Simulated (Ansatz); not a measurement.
Energy needed to pull apart CH₄SeSi, closed shell, into free ground-state atoms, from the structure below (displaced at random from a GFN2-xTB minimum); no zero-point or spin–orbit terms; open-shell atoms are treated unrestricted, in their ground-state multiplicity.

```
atom    x (Å)    y (Å)    z (Å)
  C1  -0.6808  -0.4798  -0.3129
 Si2   0.7357   0.3221   0.4778
 Se3  -0.3256   1.2001  -1.2936
  H4  -0.4561  -1.4782  -1.1249
  H5  -1.7673  -0.4484   0.0684
  H6   0.4246   0.7767   1.7999
  H7   2.0626  -0.1754   0.2488
```

Program: Ansatz 0.2.0. Basis: def2-TZVPP. Cores are frozen in the correlated methods. Filled d shells of the heavier atoms are correlated. The def2 sets are not built for correlating such inner shells, so the correlated values are less sure here.

| method | atomization energy (kJ/mol) |
| --- | --- |
| SPW92 | 2518 |
| PBE-D4 | 2231 |
| BLYP-D4 | 2178 |
| r2SCAN-D4 | ? |
| PBE0-D4 | 2197 |
| wB97M-V | 2193 |
| HF | 1548 |
| MP2 | ? |
| CCSD | 2097 |
| CCSD(T) | 2137 |

Q: What does r2SCAN-D4 give? (Judge from chemistry; the value comes from the calculation.)

A: By the calculation: 2209 kJ/mol, which is about 73 kJ/mol more than CCSD(T)/def2-TZVPP.

Q: What does MP2 give? (To be estimated.)

A: By the calculation: 2158 kJ/mol, which is about 21 kJ/mol more than CCSD(T)/def2-TZVPP.

In triple zeta the MP2 and coupled-cluster atomization energies are still short of their basis limit by a few kcal/mol a bond, whereas those of the functionals are nearly converged, so these differences are not deviations from converged CCSD(T).

The T1 diagnostic stays at or below 0.011.

For scale, one of the runs: CCSD(T)/def2-TZVPP forces, 177 basis functions (an equivalent command: `ansatz run in.yaml --threads 4`). Time: 2.3 min of wall clock on 4 CPU threads; the host was shared. Peak host memory: 2.9 GiB.
